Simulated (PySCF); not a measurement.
## Relaxation of singlet ISCl3

These are results of PySCF, PBE0, basis I def2-SVP with ECP28, S def2-SVP, Cl def2-SVP (scalar-relativistic core potentials, no spin–orbit coupling, density fitting), not measurements. A (50,194) grid was used.

A start displaced from a saddle point along its imaginary mode, with no symmetry imposed:

```xyz
5
charge 0 multiplicity 1, angstrom
I    -0.0584    0.0993    0.0405
S    -0.0653   -1.6966   -1.2358
Cl    0.2500    1.8419   -1.7649
Cl    2.0849   -0.1968    1.2903
Cl   -2.0634   -0.4541    1.4573
```

Optimiser trace:
```csv
step,E − E(last) (kJ/mol),largest gradient (Eh/bohr)
0,21.17,0.00260
1,20.83,0.00122
2,20.41,0.00151
3,17.30,0.00802
4,11.71,0.01303
5,6.56,0.01034
6,6.54,0.01081
7,2.94,0.00440
8,1.46,0.00442
9,0.34,0.00290
10,0.03,0.00134
11,0.01,0.00018
12,0.00,0.00015
```

It ends at Cs with I–Cl 2.431 Å, I–Cl 2.479 Å (×2), I–S 2.215 Å; Cl–I–Cl 88.2° (×2), Cl–I–Cl 167.2°, Cl–I–S 96.4° (×2), Cl–I–S 111.1° (after a last refinement on a finer grid). The frequency run here used a shortcut that can spoil soft modes, so no verdict on minimum or saddle point is given. Other isomers or separated fragments may lie lower.

The relaxation took of the order of 110 core-seconds on a shared host.
